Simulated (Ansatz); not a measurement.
Two isomers of C2H7NSi: A = `NC1C[SiH2]1`, B = `CC(=N)[SiH3]`.

Calculated with Ansatz (gas phase, PBE0-D4/def2-TZVP geometries, no zero-point term in ΔE). CCSD(T)/CBS is the MP2 limit (def2-TZVPP, def2-QZVPP) plus CCSD(T) − MP2 in def2-TZVPP, frozen cores. DFT in def2-TZVPP. B3LYP here is the variant with VWN-RPA as its local correlation; programs differ in this. One conformer a species, not always the lowest.

Question: Which is lower in electronic energy at CCSD(T)/CBS, and by how much? (Best estimate.)

Answer: Ansatz gave: B, by 15.5 kcal/mol.

Question: Give E(B) − E(A) in kcal/mol with CCSD/def2-TZVPP, r2SCAN-D4, B3LYP-D4, BLYP-D4, HF/def2-TZVPP, CCSD(T)/def2-TZVPP, MP2/def2-TZVPP. (Best estimate.)

Answer: Computed: CCSD/def2-TZVPP -16.7, r2SCAN-D4 -14.0, B3LYP-D4 -17.8, BLYP-D4 -19.6, HF/def2-TZVPP -22.6, CCSD(T)/def2-TZVPP -16.7, MP2/def2-TZVPP -13.9. None reverses the order clearly.

Question: Does the order hold for the free energy at 298.15 K (harmonic terms from PBE0-D4)? (Best estimate.)

Answer: The calculation gave: Yes: G(B) − G(A) = -18.6 kcal/mol, for one conformer each.

Largest T1 diagnostic: 0.012.

From r2SCAN to r2SCAN0 (25 % exact exchange), in def2-TZVPP and without D4, E(B) − E(A) moves by +1.4 kcal/mol. Leaving LDA and LC-ωPBE aside and taking each functional with its dispersion term where it has one, the values spread over 7.6 kcal/mol, from BLYP-D4 to PBE0-D4. LDA lies +6.0 kcal/mol from PBE without D4.
